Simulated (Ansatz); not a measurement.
Ansatz (a program for electronic structure) input (HF/6-31G*):

Ansatz 0.2 input:
```yaml
crystal:
  periodic: [false, false, false]
  atoms:
    - {symbol: O, position_ang: [1.78000439, -0.50030878, 0.24454258]}
    - {symbol: B, position_ang: [0.86089431, 0.41058355, -0.08124192]}
    - {symbol: Si, position_ang: [-1.15579395, 0.13197957, -0.09981457]}
    - {symbol: H, position_ang: [2.67526271, -0.18964616, 0.19561868]}
    - {symbol: H, position_ang: [-1.60294635, -1.22477882, 0.29199926]}
    - {symbol: H, position_ang: [-1.65904239, 0.40862723, -1.46330590]}
    - {symbol: H, position_ang: [-1.77666528, 1.10763619, 0.82296086]}
basis:
  gaussian:
    orbitals: 6-31G*
hamiltonian:
  xc: {name: HF}
magnetization: {spin_polarized: true, initial_magnetization: 1}
phonons: {temperatures: {t_min: 298.15, t_max: 298.15, t_step: 100}}
```

Output:

```
Functional definition: HF
integrals: 0.01 GiB planned
608 factors; integrals over basis functions are off by at most 7.5e-4 eV
mean field: 0.15 GiB planned
mean field evaluation 1: about -10630.4934 eV, gradient 2.1e1 eV
mean field evaluation 2: about -10630.5407 eV, gradient 2.1e1 eV
mean field evaluation 4: about -10632.9414 eV, gradient 2.8e0 eV
mean field evaluation 8: about -10633.0792 eV, gradient 1.7e-1 eV
mean field -10633.08003633 eV, -390.7584839745 hartree, gradient 1.0e-5 eV, S^2 0.756133; 0 other end points of the search recorded, 0 dependent functions left out
the calculation of the forces begins
reference -10633.08003633 eV, -390.7584839745 hartree; 16, 15 occupied and 41, 42 virtual orbitals, 608 factors
these checks for a lower state are left out or cut short: stability, starts, cluster_reference, orbital_swaps, neighbouring_geometries, increment
integrals: 0.01 GiB planned
608 factors; integrals over basis functions are off by at most 7.5e-4 eV
mean field: 0.15 GiB planned
mean field evaluation 16: about -10633.0139 eV, gradient 2.4e-1 eV
mean field -10633.07992651 eV, -390.7584799387 hartree, gradient 2.3e-6 eV, S^2 0.756139; 0 other end points of the search recorded, 0 dependent functions left out
the calculation of the forces begins
reference -10633.07992651 eV, -390.7584799387 hartree; 16, 15 occupied and 41, 42 virtual orbitals, 608 factors
these checks for a lower state are left out or cut short: stability, starts, cluster_reference, orbital_swaps, neighbouring_geometries, increment
integrals: 0.01 GiB planned
608 factors; integrals over basis functions are off by at most 7.5e-4 eV
mean field: 0.15 GiB planned
mean field -10633.07992436 eV, -390.7584798599 hartree, gradient 3.1e-6 eV, S^2 0.756127; 0 other end points of the search recorded, 0 dependent functions left out
the calculation of the forces begins
reference -10633.07992436 eV, -390.7584798599 hartree; 16, 15 occupied and 41, 42 virtual orbitals, 608 factors
these checks for a lower state are left out or cut short: stability, starts, cluster_reference, orbital_swaps, neighbouring_geometries, increment
integrals: 0.01 GiB planned
608 factors; integrals over basis functions are off by at most 7.5e-4 eV
mean field: 0.15 GiB planned
mean field evaluation 32: about -10633.0799 eV, gradient 9.4e-5 eV
mean field -10633.07991512 eV, -390.7584795202 hartree, gradient 2.5e-6 eV, S^2 0.756129; 0 other end points of the search recorded, 0 dependent functions left out
the calculation of the forces begins
reference -10633.07991512 eV, -390.7584795202 hartree; 16, 15 occupied and 41, 42 virtual orbitals, 608 factors
these checks for a lower state are left out or cut short: stability, starts, cluster_reference, orbital_swaps, neighbouring_geometries, increment
integrals: 0.01 GiB planned
608 factors; integrals over basis functions are off by at most 7.5e-4 eV
mean field: 0.15 GiB planned
mean field -10633.07991653 eV, -390.7584795719 hartree, gradient 2.3e-6 eV, S^2 0.756137; 0 other end points of the search recorded, 0 dependent functions left out
the calculation of the forces begins
reference -10633.07991653 eV, -390.7584795719 hartree; 16, 15 occupied and 41, 42 virtual orbitals, 608 factors
these checks for a lower state are left out or cut short: stability, starts, cluster_reference, orbital_swaps, neighbouring_geometries, increment
integrals: 0.01 GiB planned
608 factors; integrals over basis functions are off by at most 7.5e-4 eV
mean field: 0.15 GiB planned
mean field -10633.07994316 eV, -390.7584805508 hartree, gradient 2.4e-6 eV, S^2 0.756126; 0 other end points of the search recorded, 0 dependent functions left out
the calculation of the forces begins
reference -10633.07994316 eV, -390.7584805508 hartree; 16, 15 occupied and 41, 42 virtual orbitals, 608 factors
these checks for a lower state are left out or cut short: stability, starts, cluster_reference, orbital_swaps, neighbouring_geometries, increment
integrals: 0.01 GiB planned
608 factors; integrals over basis functions are off by at most 7.5e-4 eV
mean field: 0.15 GiB planned
mean field -10633.07994524 eV, -390.7584806270 hartree, gradient 2.4e-6 eV, S^2 0.756140; 0 other end points of the search recorded, 0 dependent functions left out
the calculation of the forces begins
reference -10633.07994524 eV, -390.7584806270 hartree; 16, 15 occupied and 41, 42 virtual orbitals, 608 factors
these checks for a lower state are left out or cut short: stability, starts, cluster_reference, orbital_swaps, neighbouring_geometries, increment
integrals: 0.01 GiB planned
608 factors; integrals over basis functions are off by at most 7.5e-4 eV
mean field: 0.15 GiB planned
mean field -10633.07997314 eV, -390.7584816523 hartree, gradient 2.7e-6 eV, S^2 0.756135; 0 other end points of the search recorded, 0 dependent functions left out
[...]
mean field: 0.15 GiB planned
mean field -10633.08000818 eV, -390.7584829400 hartree, gradient 1.4e-6 eV, S^2 0.756131; 0 other end points of the search recorded, 0 dependent functions left out
the calculation of the forces begins
reference -10633.08000818 eV, -390.7584829400 hartree; 16, 15 occupied and 41, 42 virtual orbitals, 608 factors
these checks for a lower state are left out or cut short: stability, starts, cluster_reference, orbital_swaps, neighbouring_geometries, increment
integrals: 0.01 GiB planned
608 factors; integrals over basis functions are off by at most 7.5e-4 eV
mean field: 0.15 GiB planned
mean field -10633.07995156 eV, -390.7584808592 hartree, gradient 2.8e-6 eV, S^2 0.756135; 0 other end points of the search recorded, 0 dependent functions left out
the calculation of the forces begins
reference -10633.07995156 eV, -390.7584808592 hartree; 16, 15 occupied and 41, 42 virtual orbitals, 608 factors
these checks for a lower state are left out or cut short: stability, starts, cluster_reference, orbital_swaps, neighbouring_geometries, increment
integrals: 0.01 GiB planned
608 factors; integrals over basis functions are off by at most 7.5e-4 eV
mean field: 0.15 GiB planned
mean field -10633.07995190 eV, -390.7584808720 hartree, gradient 2.6e-6 eV, S^2 0.756131; 0 other end points of the search recorded, 0 dependent functions left out
the calculation of the forces begins
reference -10633.07995190 eV, -390.7584808720 hartree; 16, 15 occupied and 41, 42 virtual orbitals, 608 factors
these checks for a lower state are left out or cut short: stability, starts, cluster_reference, orbital_swaps, neighbouring_geometries, increment
integrals: 0.01 GiB planned
608 factors; integrals over basis functions are off by at most 7.4e-4 eV
mean field: 0.15 GiB planned
mean field -10633.07997929 eV, -390.7584818784 hartree, gradient 2.7e-6 eV, S^2 0.756125; 0 other end points of the search recorded, 0 dependent functions left out
the calculation of the forces begins
reference -10633.07997929 eV, -390.7584818784 hartree; 16, 15 occupied and 41, 42 virtual orbitals, 608 factors
these checks for a lower state are left out or cut short: stability, starts, cluster_reference, orbital_swaps, neighbouring_geometries, increment
integrals: 0.01 GiB planned
608 factors; integrals over basis functions are off by at most 7.5e-4 eV
mean field: 0.15 GiB planned
mean field evaluation 128: about -10633.0800 eV, gradient 3.7e-2 eV
mean field -10633.07997999 eV, -390.7584819040 hartree, gradient 2.5e-6 eV, S^2 0.756140; 0 other end points of the search recorded, 0 dependent functions left out
the calculation of the forces begins
reference -10633.07997999 eV, -390.7584819040 hartree; 16, 15 occupied and 41, 42 virtual orbitals, 608 factors
these checks for a lower state are left out or cut short: stability, starts, cluster_reference, orbital_swaps, neighbouring_geometries, increment
integrals: 0.01 GiB planned
608 factors; integrals over basis functions are off by at most 7.5e-4 eV
mean field: 0.15 GiB planned
mean field -10633.08002731 eV, -390.7584836431 hartree, gradient 1.8e-6 eV, S^2 0.756126; 0 other end points of the search recorded, 0 dependent functions left out
the calculation of the forces begins
reference -10633.08002731 eV, -390.7584836431 hartree; 16, 15 occupied and 41, 42 virtual orbitals, 608 factors
these checks for a lower state are left out or cut short: stability, starts, cluster_reference, orbital_swaps, neighbouring_geometries, increment
integrals: 0.01 GiB planned
608 factors; integrals over basis functions are off by at most 7.5e-4 eV
mean field: 0.15 GiB planned
mean field -10633.08002676 eV, -390.7584836230 hartree, gradient 1.8e-6 eV, S^2 0.756139; 0 other end points of the search recorded, 0 dependent functions left out
the calculation of the forces begins
reference -10633.08002676 eV, -390.7584836230 hartree; 16, 15 occupied and 41, 42 virtual orbitals, 608 factors
these checks for a lower state are left out or cut short: stability, starts, cluster_reference, orbital_swaps, neighbouring_geometries, increment
integrals: 0.01 GiB planned
608 factors; integrals over basis functions are off by at most 7.5e-4 eV
mean field: 0.15 GiB planned
mean field -10633.08002276 eV, -390.7584834760 hartree, gradient 2.3e-6 eV, S^2 0.756132; 0 other end points of the search recorded, 0 dependent functions left out
the calculation of the forces begins
reference -10633.08002276 eV, -390.7584834760 hartree; 16, 15 occupied and 41, 42 virtual orbitals, 608 factors
these checks for a lower state are left out or cut short: stability, starts, cluster_reference, orbital_swaps, neighbouring_geometries, increment
integrals: 0.01 GiB planned
608 factors; integrals over basis functions are off by at most 7.5e-4 eV
mean field: 0.15 GiB planned
mean field -10633.08002325 eV, -390.7584834939 hartree, gradient 2.2e-6 eV, S^2 0.756133; 0 other end points of the search recorded, 0 dependent functions left out
the calculation of the forces begins
reference -10633.08002325 eV, -390.7584834939 hartree; 16, 15 occupied and 41, 42 virtual orbitals, 608 factors
these checks for a lower state are left out or cut short: stability, starts, cluster_reference, orbital_swaps, neighbouring_geometries, increment
integrals: 0.01 GiB planned
608 factors; integrals over basis functions are off by at most 7.5e-4 eV
mean field: 0.15 GiB planned
mean field evaluation 160: about -10633.0800 eV, gradient 3.8e-6 eV
mean field -10633.08002743 eV, -390.7584836476 hartree, gradient 1.4e-6 eV, S^2 0.756132; 0 other end points of the search recorded, 0 dependent functions left out
the calculation of the forces begins
reference -10633.08002743 eV, -390.7584836476 hartree; 16, 15 occupied and 41, 42 virtual orbitals, 608 factors
these checks for a lower state are left out or cut short: stability, starts, cluster_reference, orbital_swaps, neighbouring_geometries, increment
integrals: 0.01 GiB planned
608 factors; integrals over basis functions are off by at most 7.5e-4 eV
mean field: 0.15 GiB planned
mean field -10633.08002689 eV, -390.7584836277 hartree, gradient 1.4e-6 eV, S^2 0.756134; 0 other end points of the search recorded, 0 dependent functions left out
the calculation of the forces begins
reference -10633.08002689 eV, -390.7584836277 hartree; 16, 15 occupied and 41, 42 virtual orbitals, 608 factors
these checks for a lower state are left out or cut short: stability, starts, cluster_reference, orbital_swaps, neighbouring_geometries, increment
integrals: 0.01 GiB planned
608 factors; integrals over basis functions are off by at most 7.5e-4 eV
mean field: 0.15 GiB planned
mean field -10633.07998223 eV, -390.7584819865 hartree, gradient 2.1e-6 eV, S^2 0.756133; 0 other end points of the search recorded, 0 dependent functions left out
the calculation of the forces begins
reference -10633.07998223 eV, -390.7584819865 hartree; 16, 15 occupied and 41, 42 virtual orbitals, 608 factors
these checks for a lower state are left out or cut short: stability, starts, cluster_reference, orbital_swaps, neighbouring_geometries, increment
integrals: 0.01 GiB planned
608 factors; integrals over basis functions are off by at most 7.5e-4 eV
mean field: 0.15 GiB planned
mean field -10633.07998255 eV, -390.7584819981 hartree, gradient 2.0e-6 eV, S^2 0.756133; 0 other end points of the search recorded, 0 dependent functions left out
the calculation of the forces begins
reference -10633.07998255 eV, -390.7584819981 hartree; 16, 15 occupied and 41, 42 virtual orbitals, 608 factors
Total energy: -10633.08003633 eV, -390.7584839745 hartree
Atom 0 at     1.780004    -0.500309     0.244543 Å, force    -0.000304     0.000437    -0.000149 eV/Å
Atom 1 at     0.860894     0.410584    -0.081242 Å, force    -0.000110    -0.000476     0.000140 eV/Å
Atom 2 at    -1.155794     0.131980    -0.099815 Å, force     0.000651    -0.000016     0.000038 eV/Å
Atom 3 at     2.675263    -0.189646     0.195619 Å, force    -0.000183    -0.000089     0.000018 eV/Å
Atom 4 at    -1.602946    -1.224779     0.291999 Å, force     0.000147    -0.000059     0.000026 eV/Å
Atom 5 at    -1.659042     0.408627    -1.463306 Å, force    -0.000103     0.000113     0.000003 eV/Å
Atom 6 at    -1.776665     1.107636     0.822961 Å, force    -0.000098     0.000089    -0.000075 eV/Å
Dipole moment:     0.400363     0.092790    -0.007772 e Å
Vibrations: 78.13 240.93 504.47 552.29 672.66 679.33 1006.16 1029.27 1038.23 1124.06 1443.24 2341.88 2354.16 2361.04 4083.11 cm⁻¹, zero-point energy 1.209402 eV
```

The blocks after the first are displaced geometries, from whose forces the wavenumbers follow.
